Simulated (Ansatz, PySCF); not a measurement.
C3H4O2Si, SMILES O=C1[SiH2]C(=O)C1. Atoms are numbered in the order given.

```xyz
10

O     -2.3528     0.0000     0.5101
C     -1.1783     0.0000     0.2670
C      0.0000     0.0000     1.2670
C      1.1783     0.0000     0.2670
O      2.3528     0.0000     0.5101
Si     0.0000     0.0000    -1.3201
H      0.0000    -0.8896     1.9242
H      0.0000     0.8896     1.9242
H      0.0000     1.2265    -2.1675
H      0.0000    -1.2265    -2.1675
```

The structure is a stationary point at B3LYP-D3(BJ)/def2-SVP. This is a generated structure with no PubChem entry under its InChIKey; it may be hypothetical.

Vertical ionisation energy (IE) and electron affinity (EA) in eV. Rows of orbital energies are one-electron estimates. Where ΔSCF, EOM or ADC give a negative EA the extra electron is unbound and the value depends on the basis.

| level | IE | EA |
|---|---|---|
| −ε(HOMO), −ε(LUMO), B3LYP/def2-TZVP (PySCF) | 6.56 | 2.77 |
| −ε(HOMO), −ε(LUMO), PBE/def2-TZVP (PySCF) | 5.42 | 3.54 |
| ΔSCF, PBE0/def2-SVPD (Ansatz), final states of multiplicity 2 and 2 | 8.89 | 0.82 |
| ΔSCF, PBE/def2-SVPD (Ansatz), final states of multiplicity 2 and 2 | 8.49 | 0.95 |

What vertical singlet–triplet gap does ΔSCF give with PBE0/def2-SVPD (Ansatz, a first-principles code) and with PBE/def2-SVPD (Ansatz)? (Estimate from the structure and the level; the computed values follow.)

2.20 and 1.80 eV (triplet above singlet where positive).
